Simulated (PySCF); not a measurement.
Relaxation of quartet [Be3O]+

Level of theory: UPBE0/[O def2-TZVP, Be def2-TZVP], no relativity, density fitting, PySCF. A (50,194) grid was used.

A hand-made trigonal planar start, of D3h symmetry, held to at least that symmetry:

```xyz
4
charge 1 multiplicity 4, angstrom
O     0.0000    0.0000    0.0000
Be    1.6170    0.0000    0.0000
Be   -0.8085    1.4004    0.0000
Be   -0.8085   -1.4004    0.0000
```

(1) What does it relax to?

(2) How much energy is released, and in how many steps?

## Answers

(1) It ends at D3h with O–Be 1.521 Å (×3); Be–O–Be 120.0° (×3). A frequency run shows a minimum. Other isomers or separated fragments may lie lower.

(2) 23.4 kJ/mol in 4 steps.

At this level a doublet minimum of Cs symmetry lies 23 kJ/mol below this structure.

The relaxation took about 30 core-seconds on a shared host.
